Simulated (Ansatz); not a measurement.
`[SiH3][SiH2][SiH2][GeH3]` + silanol → `[SiH3][O][GeH3]` + trisilane  (cleavage of the Ge–Si bond)

Calculated with Ansatz (gas phase, PBE0-D4/def2-TZVP geometries, no zero-point term in ΔE). CCSD(T)/CBS is the MP2 limit (def2-TZVPP, def2-QZVPP) plus CCSD(T) − MP2 in def2-TZVPP, frozen cores. Functionals use def2-TZVPP. HSE06 is defined as in plane-wave codes. For Ge outer-core shells are correlated without core-valence functions, which leaves a few kJ/mol of doubt a bond. Scalar relativity is left out up to krypton. One conformer a species, not always the lowest.

```
                   species  HSE06 energy (Eh)
`[SiH3][SiH2][SiH2][GeH3]`        -2950.85395
                 `O[SiH3]`         -366.97899
         `[SiH3][O][GeH3]`        -2444.93102
      `[SiH3][SiH2][SiH3]`         -872.90239
```

(1) Work out ΔE.

Largest T1 diagnostic among the species: 0.013.

Results:

(1) ΔE = (-2444.93102) + (-872.90239) − (-2950.85395) − (-366.97899) = -0.00047 Eh = -1.2 kJ/mol. CCSD(T)/CBS gives -9.6 kJ/mol.

From PBE to PBE0 (25 % exact exchange), in def2-TZVPP and without D4, ΔE moves by −3.9 kJ/mol. In def2-TZVPP, CCSD(T) changes the Hartree–Fock value by +27.7 kJ/mol (the triples alone add +2.9 kJ/mol) and MP2 by +26.4 kJ/mol. Leaving LDA and LC-ωPBE aside and taking each functional with its dispersion term where it has one, the values, not all of them listed here, spread over 24.6 kJ/mol, from BHLYP-D4 to PBE-D4. LDA lies +5.5 kJ/mol from PBE without D4.
